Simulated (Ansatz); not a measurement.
**Ligand exchange: C5H10O + Ta(CH3)(OH)2O → C4H8O2 + Ta(CH3)2(OH)O**

Gas-phase species: C5H10O (2-pentanone) `CCCC(C)=O`, singlet; Ta(CH3)(OH)2O, singlet; C4H8O2 (butyric acid) `CCCC(=O)O`, singlet; Ta(CH3)2(OH)O, singlet. The partners trade CH3 for OH: C–CH3 and Ta–OH bonds give way to C–OH and Ta–CH3.

Shapes, held fixed at every level: PBE0-D4/def2-TZVP. Flexible molecules stand in one conformer, not always the lowest. Programs: Ansatz 0.2.0. Electronic energies: no zero-point or thermal term.

```tsv
level	kind	ΔE (kJ/mol)	less CCSD(T)/def2-TZVPP
HF/def2-TZVPP	Hartree–Fock	+130.0	+1.2
PBE-D4/def2-TZVPP	GGA	+119.9	-8.9
B3LYP-D4/def2-TZVPP	global hybrid	+129.2	+0.4
wB97X-V/def2-TZVPP	range-separated hybrid	+127.5	-1.3
B2PLYP/def2-TZVPP	double hybrid	+128.9	+0.1
MP2/def2-TZVPP	perturbation theory	+129.4	+0.6
CCSD/def2-TZVPP	coupled cluster or CI	+129.9	+1.1
CCSD(T)/def2-TZVPP	coupled cluster or CI	+128.8	0.0
```

The highest level, CCSD(T)/def2-TZVPP, gives ΔE = +128.8 kJ/mol; the levels span +119.9 to +130.0. The column of differences is taken from that level and isn't an error. No measured value is set beside it here. For atoms past krypton def2 sets carry core potentials with scalar relativity. Outer-core shells of Ta are correlated, in sets that cover them unevenly.
